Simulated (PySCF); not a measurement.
**29Si chemical shifts**

Relativity neglected, one conformer, one averaged value for each set of equivalent atoms, no solvent. NMR shieldings at PBE0/pcSseg-1/GIAO; coordinates at the GFN2-xTB level; PySCF 2.14.

Shieldings were converted by a linear fit to measured shifts: 29Si: δ = 279.94 − 0.822σ (rms 8.9 ppm, 72 shifts, 25.8 ppm with the 6 outliers that the fit left out vs TMS, solution or neat liquid). A few per cent of atoms miss by over 2 rms, more outside the fitted compound classes.

Problem. Give the 29Si shifts of `CC[Si@@H](S[SiH3])C(F)(F)F`, `O=C[SiH]1[SiH2][SiH2][SiH2]1`, `C[SiH2][Si@@H](SC)C(F)(F)F`, `ClC(Cl)[SiH]1OCCCO1`.

Solution. 
| compound | environment | δ (ppm) |
| --- | --- | --- |
| [CH3:1][CH2:2][Si@@H:3]([S:4][SiH3:5])[C:6]([F:7])([F:8])[F:9] | Si3: silicon bonded to 2 C, S, H | -13.1 |
| [CH3:1][CH2:2][Si@@H:3]([S:4][SiH3:5])[C:6]([F:7])([F:8])[F:9] | Si5: silicon bonded to S, 3 H | -51.2 |
| [O:1]=[CH:2][SiH:3]1[SiH2:4][SiH2:5][SiH2:6]1 | Si3: silicon bonded to C, 2 Si, H, in a 4-membered ring | -60.0 |
| [O:1]=[CH:2][SiH:3]1[SiH2:4][SiH2:5][SiH2:6]1 | Si4/6: silicon bonded to 2 Si, 2 H, in a 4-membered ring (×2) | -75.0 |
| [O:1]=[CH:2][SiH:3]1[SiH2:4][SiH2:5][SiH2:6]1 | Si5: silicon bonded to 2 Si, 2 H, in a 4-membered ring | -80.3 |
| [CH3:1][SiH2:2][Si@@H:3]([S:4][CH3:5])[C:6]([F:7])([F:8])[F:9] | Si3: silicon bonded to C, S, Si, H | -23.3 |
| [CH3:1][SiH2:2][Si@@H:3]([S:4][CH3:5])[C:6]([F:7])([F:8])[F:9] | Si2: silicon bonded to C, Si, 2 H | -70.1 |
| ClC(Cl)[SiH]1OCCCO1 | silicon bonded to C, 2 O, H, in a 6-membered ring | -40.5 |
